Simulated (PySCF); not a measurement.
F$_{4}$V, charge +1, singlet, geometry from GFN2-xTB (such geometries of metal compounds can be far from the true shape) (the multiplicity is a formal guess). Base run: PySCF with M06L/STO-3G.

Input for PySCF:
```python
from pyscf import gto, scf, dft

mol = gto.Mole()
mol.atom = '''
    V    -0.000000   -0.000000   -0.000000
    F     1.057870    0.736194   -0.922122
    F     0.755225   -0.971428    0.998671
    F    -0.994290   -0.840294   -0.903700
    F    -0.818805    1.075528    0.827152
'''
mol.basis = 'sto-3g'
mol.charge = 1
mol.spin = 0
mol.verbose = 4
mol.build()

mf = dft.RKS(mol)
mf.xc = 'm06l'
mf.kernel()
```

Each row names what was changed in the base input (with any setting that the change needs).

| change | ΔE vs base (µEh) | grid points | electrons on the grid | outcome |
|---|---|---|---|---|
| base | 0.0 | 77952 | 57.99999 | converged |
| grids.prune = dft.gen_grid.sg1_prune | - | - | - | input refused |
| grids.prune = off | -0.4 | 129664 | 57.99999 | converged |
| small_rho_cutoff = 0 | 0.0 | 77952 | 57.99999 | converged |
| grids.level = 2 | -267 | 59712 | 57.99995 | converged |
| grids.becke_scheme = stratmann | -17.1 | 77952 | 58.00001 | converged |
| grids.radi_method = gauss_chebyshev | 95.0 | 76392 | 57.99999 | converged |
| grids.radi_method = mura_knowles | 5.4 | 73680 | 57.99999 | converged |
| grids.prune = dft.gen_grid.treutler_prune | -12.1 | 70408 | 58.00000 | converged |
| grids.level = 5 | 48.1 | 221296 | 58.00000 | converged |
| grids.radi_method = delley | -0.7 | 81552 | 57.99999 | converged |

- grids.prune = dft.gen_grid.sg1_prune: ended with `IndexError: index 23 is out of bounds for axis 0 with size 19`
